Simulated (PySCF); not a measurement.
C4H4Cl2, SMILES CC=C=C(Cl)Cl.

The structure is a stationary point at B3LYP-D3(BJ)/def2-SVP.

Two levels are set side by side: PBE/def2-TZVP (PySCF) and PBE0/def2-TZVP (PySCF). Same geometry, gas phase. Differences are taken from unrounded values.

```tsv
quantity	PBE
orbital gap (eV)	4.08
highest occupied level (eV)	-6.04
lowest empty level (eV)	-1.97
dipole moment (D)	2.53
mean polarisability (bohr³)	81.0
```

Problem. These are the PBE values. What does PBE0 give? (An estimate is asked for; the answer gives what the named calculation found.)

Solution. 
| quantity | PBE0 | PBE minus PBE0 |
|---|---|---|
| orbital gap (eV) | 6.23 | -2.16 |
| highest occupied level (eV) | -7.23 | 1.19 |
| lowest empty level (eV) | -1.00 | -0.97 |
| dipole moment (D) | 2.69 | -0.15 |
| mean polarisability (bohr³) | 78.6 | 2.4 |

PBE's occupied levels lie high since its potential decays too fast outside the molecule; exact exchange lowers them and widens the gap. Loosely held outer electrons make PBE densities more polarisable. Differences between two approximate levels are no errors against the true value.

Rough cost on one machine, each run with all the roots and properties that it gave: PBE0 against PBE within a factor of 2.
